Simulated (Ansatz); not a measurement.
Basis sets compared for Tl₃H₄. Charge 0, multiplicity 2. Geometry PBE-D4/def2-SVP. Ansatz on 4 threads of Arm Neoverse V2 on a shared host; times are rough, and most runs start from earlier orbitals.

```tsv
atom	x (Å)	y (Å)	z (Å)
Tl1	0.017	1.095	1.315
Tl2	0.295	0.646	-2.449
Tl3	-0.873	-2.390	0.095
H4	-0.947	-0.591	1.329
H5	-0.185	-1.203	-1.526
H6	1.758	0.791	1.779
H7	-0.064	1.651	-0.544
```

In the def2 sets Tl takes a core potential; there is no spin–orbit coupling. Another isomer (doublet) lies 0.06 eV lower at PBE0-D4/def2-TZVP; other spin states weren't run for this one.

Binding counts from free atoms (Tl doublet, H doublet) in the same basis, without a counterpoise term.

```json
{"level": "PBE-D4/def2-SVP", "functions": "98", "energy (Eh)": "-519.9915", "HOMO (eV)": "-3.97", "LUMO (eV)": "-3.37", "binding per atom (eV)": "1.58", "wall time": "1.5 s"}
{"level": "PBE0-D4/def2-SVP", "functions": "98", "energy (Eh)": "-519.8818", "HOMO (eV)": "-4.71", "LUMO (eV)": "-2.63", "binding per atom (eV)": "1.54", "wall time": "2.1 s"}
```

Question: Estimate the rows for PBE-D4/def2-TZVP (with forces), PBE0-D4/def2-TZVP.

Answer: 
| level | functions | energy (Eh) | HOMO (eV) | LUMO (eV) | binding per atom (eV) | wall time |
| --- | --- | --- | --- | --- | --- | --- |
| PBE-D4/def2-TZVP (with forces) | 174 | -520.0152 | -4.00 | -3.39 | 1.60 | 3.1 s |
| PBE0-D4/def2-TZVP | 174 | -519.9004 | -4.74 | -2.64 | 1.56 | 5 s |
